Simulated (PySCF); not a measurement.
Compound: C3H8BNS.
Cartesian coordinates in Å at the PBE0-D3(BJ)/def2-SVP level; atoms count from 1:
```
atom  x, y, z in Å
C1     3.0331    1.0921    0.1055
C2     2.0065    0.2396    0.1856
S3     0.3227    0.7109    0.2637
C4    -0.5175   -0.8885    0.3086
B5    -2.0893   -0.7676    0.1788
N6    -2.7315    0.4358   -0.0752
H7     2.8909    2.1759    0.0770
H8     4.0572    0.7145    0.0676
H9     2.1796   -0.8424    0.2139
H10   -0.1627   -1.5251   -0.5214
H11   -0.2747   -1.4221    1.2437
H12   -2.7606   -1.7706    0.2930
H13   -2.2332    1.3099   -0.2016
H14   -3.7350    0.5161   -0.1686
```

Method: PBE0-D3(BJ)/def2-SVP geometry optimisation, gas phase (PySCF 2.14.0).

Take the most abundant isotopes and a rigid rotor. The values belong to one conformer with, in the numbering `[CH2:1]=[CH:2][S:3][CH2:4][BH:5][NH2:6]`, C1–C2–S3–C4 179°, C2–S3–C4–B5 -172°, S3–C4–B5–N6 6°.

Give the principal moments of inertia and the rotational constants in cm⁻¹.

Ia = 48.89, Ib = 390.61, Ic = 434.30 u·Å²; 505379 MHz·u·Å²/I gives 10336, 1294 and 1164 MHz, that is A = 0.34478, B = 0.04316, C = 0.03882 cm⁻¹.

What kind of rotor is it?

A near-prolate asymmetric top: κ = (2 × 1294 − 10336 − 1164)/(10336 − 1164) = -0.97.

What does the inertial defect say?

Not planar: Δ = Ic − Ia − Ib = -5.20 u·Å². For a rigid frame Δ = −2 Σ m c², so Σ m c² = 2.60 u·Å² lies off the ab plane: 1.71 from hydrogen and 0.90 from heavier atoms. The atom farthest from that plane is 0.89 Å away.

Give the other two planar moments, Paa and Pbb, and the rms extents of the mass along the axes.

Paa = Σ m a² = (Ib + Ic − Ia)/2 = 388.00 and Pbb = Σ m b² = (Ia + Ic − Ib)/2 = 46.29 u·Å². With the mass M = 101.05 u, the rms extents √(P/M) along a, b and c are 1.96, 0.68, 0.16 Å.

List the rotational levels J(Ka,Kc) to J = 4 (cm⁻¹).

Above 0(0,0):
J = 1: 1(0,1) 0.0820, 1(1,1) 0.3836, 1(1,0) 0.3879
J = 2: 2(0,2) 0.2459, 2(1,2) 0.5432, 2(1,1) 0.5562, 2(2,1) 1.4611, 2(2,0) 1.4611
J = 3: 3(0,3) 0.4916, 3(1,3) 0.7826, 3(1,2) 0.8086, 3(2,2) 1.7070, 3(2,1) 1.7072, 3(3,1) 3.2260, 3(3,0) 3.2260
J = 4: 4(0,4) 0.8190, 4(1,4) 1.1017, 4(1,3) 1.1451, 4(2,3) 2.0349, 4(2,2) 2.0356, 4(3,2) 3.5540, 4(3,1) 3.5540, 4(4,1) 5.6804, 4(4,0) 5.6804
Those of J = 1 are B + C, A + C and A + B.

Which types of transition are allowed, and where do some lines up to J = 5 fall?

The dipole components are |μa| = 1.18 D, |μb| = 0.21 D, |μc| = 0.33 D. The squared components, which scale the intensities, stand as 1.00 : 0.03 : 0.08 (a : b : c). Some of the stronger lines:

```tsv
type	branch	J(Ka,Kc)	MHz	lower level (cm⁻¹)
a	Q	3(1,2) ← 3(1,3)	781	0.783
a	Q	4(1,3) ← 4(1,4)	1302	1.102
a	Q	5(1,4) ← 5(1,5)	1952	1.501
a	R	1(0,1) ← 0(0,0)	2458	0.000
a	R	2(1,2) ← 1(1,1)	4785	0.384
a	R	2(1,1) ← 1(1,0)	5045	0.388
a	R	3(1,3) ← 2(1,2)	7176	0.543
a	R	3(2,2) ← 2(2,1)	7373	1.461
a	R	3(2,1) ← 2(2,0)	7378	1.461
a	R	3(1,2) ← 2(1,1)	7567	0.556
a	R	4(1,4) ← 3(1,3)	9567	0.783
a	R	4(0,4) ← 3(0,3)	9816	0.492
a	R	4(2,3) ← 3(2,2)	9829	1.707
a	R	4(3,2) ← 3(3,1)	9833	3.226
a	R	4(3,1) ← 3(3,0)	9833	3.226
a	R	4(2,2) ← 3(2,1)	9843	1.707
a	R	4(1,3) ← 3(1,2)	10088	0.809
a	R	5(0,5) ← 4(0,4)	12260	0.819
a	R	5(2,4) ← 4(2,3)	12284	2.035
a	R	5(4,2) ← 4(4,1)	12291	5.680
a	R	5(4,1) ← 4(4,0)	12291	5.680
a	R	5(3,3) ← 4(3,2)	12292	3.554
a	R	5(3,2) ← 4(3,1)	12292	3.554
a	R	5(2,3) ← 4(2,2)	12312	2.036
```

PBE0-D3(BJ)/def2-SVP frequencies: not computed here. These are rigid-rotor constants of the computed structure; measured ground-state constants (B0) also hold zero-point vibration. Quadrupole hyperfine structure (11B, 14N) is left out.
